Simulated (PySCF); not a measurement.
Potential energy curve for SeH, doublet.

Calculation: CCSD(T) on UHF/cc-pVDZ, 9 core orbitals frozen run with PySCF.

Task: Relative to R = 1.47 Å, what are the energies at R = 1.24, 1.42, 1.55, 1.81 Å?

Result: 33.5 mEh at 1.24 Å, 1.4 mEh at 1.42 Å, 1.9 mEh at 1.55 Å, 26.5 mEh at 1.81 Å.

The scan ran from 1.17 to 5.92 Å; beyond the distances shown one of the unrestricted levels run for this scan, shown here or not, changes its spin distribution in one step.
